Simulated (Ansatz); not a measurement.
A structure relaxed at PBE-D4/def2-SVP in Ansatz, charge 0, singlet:

```
atom   x (Å)   y (Å)    z (Å)
  S1   5.381   3.071   -9.369
  C2   4.248   2.595   -8.108
  C3   4.629   2.370   -6.823
  C4   3.770   1.936   -5.726
  C5   2.403   1.591   -5.879
  C6   1.633   1.197   -4.787
  C7   2.173   1.121   -3.476
  C8   1.316   0.713   -2.371
  C9   1.650   0.677   -1.048
 C10   0.803   0.266    0.063
 C11   1.303   0.361    1.387
 C12   0.533  -0.019    2.485
 C13  -0.783  -0.522    2.329
 C14  -1.541  -0.912    3.511
 C15  -2.796  -1.445    3.547
 C16  -3.548  -1.836    4.734
 C17  -3.062  -1.682    6.058
 C18  -3.816  -2.072    7.164
 C19  -5.101  -2.638    6.995
 S20  -6.120  -3.158    8.347
 C21  -5.603  -2.799    5.686
 C22  -4.839  -2.404    4.586
 C23  -1.285  -0.616    1.002
 C24  -0.519  -0.236   -0.093
 C25   3.544   1.453   -3.326
 C26   4.315   1.846   -4.418
 H27   4.447   3.320  -10.327
 H28   3.202   2.468   -8.429
 H29   5.688   2.536   -6.557
 H30   1.935   1.625   -6.874
 H31   0.573   0.936   -4.939
 H32   0.293   0.419   -2.665
 H33   2.664   0.997   -0.754
 H34   2.323   0.746    1.543
 H35   0.952   0.068    3.500
 H36  -1.010  -0.752    4.465
 H37  -3.324  -1.615    2.593
 H38  -2.068  -1.243    6.229
 H39  -3.405  -1.936    8.176
 H40  -5.250  -2.814    9.336
 H41  -6.601  -3.237    5.530
 H42  -5.248  -2.538    3.572
 H43  -2.303  -0.999    0.831
 H44  -0.948  -0.332   -1.102
 H45   4.016   1.395   -2.334
 H46   5.377   2.096   -4.268
```

Question: Give its formula, name or SMILES.

Answer: `S/C=C/c1ccc(/C=C/c2ccc(/C=C/c3ccc(S)cc3)cc2)cc1`.

Question: Summarise the bond lengths by kind (pairs closer than 1.2 times the sum of covalent radii, bridged metal pairs left out).

Answer: 26 × C–C 1.36 to 1.46 Å; 2 × C–S 1.76 to 1.77 Å; 18 × C–H 1.10 Å; 2 × H–S 1.36 Å.

Single mean-field runs in def2-SVP are fitted with def2-universal-jkfit.
